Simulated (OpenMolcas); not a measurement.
## Co2+: moving or changing the point charges

Co2+ among 6 point charges of -1 e arranged as an octahedron (Oh), 1.65 Å from the ion.
```
   1.6500    0.0000    0.0000  -1.00
   0.0000    1.6500    0.0000  -1.00
  -1.6500    0.0000    0.0000  -1.00
   0.0000   -1.6500    0.0000  -1.00
   0.0000    0.0000    1.6500  -1.00
   0.0000    0.0000   -1.6500  -1.00
```

```
Program             : OpenMolcas
Method              : SS-CASPT2, IPEA 0.25 Eh, imaginary shift 0.1 Eh (closed shells correlated: 3s 3p)
Basis               : ANO-RCC-VDZP [5s4p2d1f]
Scalar Hamiltonian  : DKH2, point nucleus
Active space        : 7 electrons in 5 orbitals (3d)
State averaging     : 2S+1 = 4 even, 10 roots; 2S+1 = 2 even, 40 roots
Spin-orbit coupling : RASSI with atomic mean-field integrals over the reference wave functions
```

Runs around this geometry, states (labels of O, the rotations of Oh). Energies in cm-1 above the lowest state or level, χT in cm3 K/mol; under a threefold ground state the first gap can be a small split of the lowest multiplet, not the spin-orbit step.

```csv
R (Å),q (e),Ground state,First state of that spin,First gap with spin-orbit (degeneracies),χT at 300 K,First state of another spin
1.65,-0.8,4T1,4T2 4060,"350 (2, 4)",3.860,2E 16330
1.5,-1,4T1,4T2 8600,"360 (2, 4)",3.571,2E 13890
1.65,-1,4T1,4T2 6340,"370 (2, 4)",3.683,2E 16000
```

Taking the first state of the same spin as R^-n, n = -ln(6340 / 8600) / ln(1.65 / 1.5) = 3.2 between the shortest and longest distance.

Scaling the charges by -0.8 / -1 = 0.80 scales the first state of the same spin by 4060 / 6340 = 0.64; with fixed orbitals a first-order splitting would follow the charge.

Roots that are degenerate in the reference are averaged as groups; the widest CASPT2 spread within a group is 350 cm-1 (the 3-fold group of multiplicity 2 near 19500 cm-1 above the lowest state of its run, R = 1.5, q = -1). Shifts and gaps below about the spread of the groups concerned are not significant. An orbital triplet at a regular site is open to Jahn-Teller coupling, which can distort the site and quench the lowest spin-orbit gaps and is left out. Free-ion shares, where given, are those of the reference states; single-state CASPT2 does not remix them. This is an electrostatic model: the charges have no orbitals. No measured value stands beside these numbers.
